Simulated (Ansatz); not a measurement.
Compare A (`[SiH3]/C=[CH]\[GaH2]`) with its isomer B (`C[CH]1[SiH2][GaH]1`).

Computed with Ansatz on PBE0-D4/def2-TZVP structures; ΔE is electronic, products minus reactants. CCSD(T)/CBS adds triple-zeta CCSD(T) − MP2 to the extrapolated MP2 energy (def2 sets, frozen cores). Functionals use def2-TZVPP. B3LYP here is the variant with VWN-RPA as its local correlation; programs differ in this. For Ga outer-core shells are correlated without core-valence functions, which leaves a few kJ/mol of doubt a bond. Scalar relativity is left out up to krypton.

A:

```xyz
11

Si    1.302   -0.507   -0.572
C    -0.192    0.327   -1.266
C    -1.158    0.619   -0.384
Ga   -0.900    0.140    1.523
H     0.975   -0.623    0.910
H     2.571    0.261   -0.663
H     1.550   -1.891   -1.055
H    -0.292    0.571   -2.323
H    -2.062    1.114   -0.748
H    -0.328    1.212    2.518
H    -1.467   -1.223    2.059
```

B:

Z-matrix (Å, degrees):
```
C
C 1 1.513
H 1 1.096 2 111.8
H 1 1.093 2 111.1 3 119.5
H 1 1.094 2 111.9 3 -120.8
Si 2 1.897 1 126.2 3 -71.4
Ga 2 2.010 1 134.9 3 -173.5
H 2 1.105 1 111.8 3 60.3
H 6 1.491 2 111.3 1 -32.1
H 6 1.491 2 121.6 1 99.2
H 7 1.555 2 141.0 1 -52.8
```

Problem. Which isomer does CCSD(T)/CBS put lower? Give the gap. (Estimate.)

Solution. Ansatz gave: A, by 39.3 kJ/mol.

Problem. Give E(B) − E(A) in kJ/mol with B3LYP, CCSD/def2-TZVPP, CCSD(T)/def2-TZVPP, ωB97M-V, r2SCAN-D4, B3LYP-D4, MP2/def2-TZVPP. (Best estimate.)

Solution. Ansatz gave: B3LYP 39.9, CCSD/def2-TZVPP 45.5, CCSD(T)/def2-TZVPP 43.4, ωB97M-V 39.7, r2SCAN-D4 28.1, B3LYP-D4 43.4, MP2/def2-TZVPP 36.1. None reverses the order clearly.

Largest T1 diagnostic: 0.013.

The D4 term adds +3.5 kJ/mol with B3LYP and +1.8 kJ/mol with PBE0; it sums over pairs of atoms, weighted by their polarisabilities, and B3LYP, whose exchange is more repulsive, gets the larger term. In def2-TZVPP, CCSD(T) changes the Hartree–Fock value by −28.0 kJ/mol (the triples alone add −2.1 kJ/mol) and MP2 by −35.2 kJ/mol.
